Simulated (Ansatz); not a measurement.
Correlation energies of B$_{2}$F$_{4}$H$_{2}$O$_{2}$, SMILES `F[B-]1(F)[OH+][B-](F)(F)[OH+]1` by basis set

```xyz
10

F    -0.421    1.215   -1.849
B    -0.458    0.829   -0.574
F    -1.206    1.575    0.269
O    -0.769   -0.680   -0.425
B     0.563   -0.893    0.334
F     0.357   -1.062    1.659
F     1.355   -1.779   -0.271
O     0.955    0.567    0.002
H    -1.559   -0.878    0.088
H     1.183    1.106    0.768
```

Charge 0, multiplicity 1. All single points use the PBE0-D4/def2-TZVP geometry. Frozen core, restricted reference, Ansatz 0.2.0. CBS rows extrapolate triple and quadruple zeta; past MP2 they add the triple-zeta difference.

```tsv
basis	HF (Eh)	MP2 corr.	CCSD corr.	(T)	CCSD(T) total
def2-SVP	-597.91865	-1.27962	-1.29953	-0.02450	-599.24268
def2-TZVPP	?	?	-1.68003	-0.05267	?
def2-QZVPP	?	-1.82194	–	–	–
CBS(def2)	-598.69013	-1.93252	?	as TZ	?
```

**Question.** Fill in the withheld values. (An estimate is asked.)

**Answer.** Computed: def2-TZVPP HF (Eh): -598.66036; def2-TZVPP MP2 corr.: -1.67265; def2-TZVPP CCSD(T) total: -600.39306; def2-QZVPP HF (Eh): -598.68652; CBS(def2) CCSD corr.: -1.93990; CBS(def2) CCSD(T) total: -600.68270.
